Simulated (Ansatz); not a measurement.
The cluster Sn2O4⁺. Total charge 1; doublet. Geometry PBE-D4/def2-SVP, basis def2-TZVP, Ansatz.

```xyz
6

Sn   -0.566    2.054   -0.116
Sn   -0.987   -1.407    1.265
O     0.904   -1.308    0.082
O    -1.487    0.398    0.545
O     0.979   -0.525   -1.017
O     1.158    0.788   -0.759
```

| run | HOMO (eV) | LUMO (eV) |
| --- | --- | --- |
| A | -14.76 | -6.51 |
| B | -10.76 | -9.69 |
| C | -12.27 | -8.98 |
| D | -11.26 | -9.62 |
| E | -12.55 | -8.68 |

In the def2 sets Sn takes a core potential; there is no spin–orbit coupling. B3LYP takes the VWN-RPA correlation. The structure holds 2 bonds between oxygen atoms, so isomers without such links may lie far lower. The structure comes from a short search, and lower isomers may exist.

HOMO and LUMO are taken over both spins.

Q: The runs used B3LYP, PBE, PBE0, r2SCAN, ωB97X-V. Estimate which is which.

A: A ωB97X-V (range-separated); B PBE (0 % exact exchange); C B3LYP (20 % exact exchange); D r2SCAN (0 % exact exchange); E PBE0 (25 % exact exchange). Exact exchange lowers occupied and raises empty levels; among semilocal functionals meta-GGAs tend to open the gap a little, and such runs are hard to tell apart. The gap grows from 1.07 eV (PBE) to 8.25 eV (ωB97X-V).
